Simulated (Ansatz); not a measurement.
`[CH3][SnH2][F]` + `C#N` → `N#[C][SnH2][F]` + CH₄ at 400 K and 1 bar (formal exchange of groups at the Sn–C bond).

Gas-phase electronic energies from Ansatz, PBE0-D4/def2-TZVP geometries. CCSD(T)/CBS adds triple-zeta CCSD(T) − MP2 to the extrapolated MP2 energy (def2 sets, frozen cores). This one scheme is used for every species. Elements past krypton have def2 core potentials. For Sn outer-core shells are correlated without core-valence functions, which leaves a few kJ/mol of doubt a bond.

| species | CCSD(T)/CBS energy (Eh) | H − E (kJ/mol) | S (J/(mol·K)) |
| --- | --- | --- | --- |
| `[CH3][SnH2][F]` | -354.90084 | 161.9 | 347.8 |
| `C#N` | -93.32098 | 56.1 | 211.9 |
| `N#[C][SnH2][F]` | -407.77206 | 88.3 | 351.3 |
| CH₄ | -40.46206 | 131.3 | 197.2 |

H − E and S are ideal-gas, rigid-rotor, harmonic terms from PBE0-D4/def2-TZVP. 1 Eh = 2625.50 kJ/mol, R = 8.31446 J/(mol·K).

Question: By hand: ΔE, ΔH, ΔS and ΔG.

Answer: ΔE = (-407.77206) + (-40.46206) − (-354.90084) − (-93.32098) = -0.01230 Eh = -32.3 kJ/mol. Δ(H − E) = 88.3 + 131.3 − 161.9 − 56.1 = 1.6, so ΔH = -30.7 kJ/mol. ΔS = 351.3 + 197.2 − 347.8 − 211.9 = -11.2 J/(mol·K). ΔG = -30.7 − 400 × (-11.2)/1000 = -26.2 kJ/mol.

Question: By hand: the equilibrium constant, and the temperature at which ΔG would vanish if ΔH and ΔS stayed fixed.

Answer: log₁₀ K = −ΔG/(RT ln 10) = 3.4. ΔG = 0 at ΔH/ΔS = 2741 K, far beyond where these terms or the molecules hold.

The number of gas molecules stays the same, so ΔS is small and ΔH decides. A doubt of 5 kJ/mol in ΔE shifts log₁₀ K by 0.7 here. These are equilibria of isolated gas molecules and say nothing of rates. Largest T1 diagnostic: 0.014 (customary marks: 0.02 for closed shells, 0.045 for open ones).
